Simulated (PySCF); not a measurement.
Isomers of [C7H5O]+ (charge +1). Level of theory: PBE0-D3(BJ)/def2-SVP geometry optimisation, gas phase (PySCF 2.14.0). One conformer each; no zero-point energy, no entropy. No frequencies were run at this level. Point groups hold within 0.08 Å.

Problem. Order them by energy at this level, lowest first, and give relative energies in kJ/mol.
A. `C#Cc1cccc[o+]1`
B. `C#Cc1cc[o+]cc1`
C. `[O+]#Cc1ccccc1`

Solution. C (0.0), B (185.5), A (190.7).

Neighbours under 21 kJ/mol apart (C#Cc1cc[o+]cc1 and C#Cc1cccc[o+]1) can change places with a better method, another conformer or zero-point energy.

```tsv
SMILES	E (Eh)	E rel (kJ/mol)	dipole about centre of mass (D)	point group	A, B, C (MHz)
[O+]#Cc1ccccc1	-344.04734	0.0	0.30	C2v	5485, 1525, 1193
C#Cc1cc[o+]cc1	-343.97667	185.5	0.05	C2v	5945, 1516, 1208
C#Cc1cccc[o+]1	-343.97469	190.7	1.66	Cs	5853, 1584, 1247
```
